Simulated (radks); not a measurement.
Numerical settings for the oxygen ion O+, [He] 2s2 2p3. Method: non-relativistic Kohn-Sham, LDA (Slater exchange, Perdew-Wang correlation), spin-polarised, spherical densities, point nucleus; open shells are filled with parallel spins first; computed with a radial shooting solver on a logarithmic mesh with Libxc functionals. The defaults (mesh step 0.008 in ln r, mesh end at 40 bohr or more with all orbitals vanishing there, Anderson mixing 0.5 over 9 steps, residual threshold near 1e-9 with the energy settled to 1e-9 hartree or 1e-11 of itself, here a cap of 65 iterations) give E = -74.0141 hartree and 2p at -26.438 eV in 13 iterations. Run on one thread of a shared host, so times are rough (Arm Neoverse N1): 0.09 s of CPU time, 0.09 s wall, 13 iterations on 2476 mesh points. Changes against that run (0 stands for a change within the tolerance of the run):

| setting | iterations | converged | E (mhartree) | e(2p) (meV) | CPU (s) |
|---|---|---|---|---|---|
| mesh step in ln r 0.12 | 4 | no | diverged | - | 0.01 |
| mesh step in ln r 0.005 | 13 | yes | 0 | 0 | 0.13 |
| mesh step in ln r 0.012 | 13 | yes | 0 | 0 | 0.06 |
| mesh end (bohr) 20 | 13 | yes | 0 | 0 | 0.09 |
| mesh end (bohr) 12 | 13 | yes | 0 | 0 | 0.09 |
| residual threshold 0.001 | 8 | yes | 0 | +0.619 | 0.06 |
| residual threshold 0.1 | 8 | yes | 0 | +0.619 | 0.06 |
| mixing 1 | 12 | yes | 0 | 0 | 0.08 |
| linear mixing, mixing 0.2 | 65 | no | 0 | -0.00416 | 0.29 |
| linear mixing, mixing 0.8 | 18 | yes | 0 | 0 | 0.1 |
| mixing history 2 | 21 | yes | 0 | 0 | 0.11 |
| iteration cap 5 | 5 | no | +0.0186 | +115 | 0.03 |

No run marked as converged misses the energy by more than 1 mhartree. A mesh that ends early acts as a hard wall.
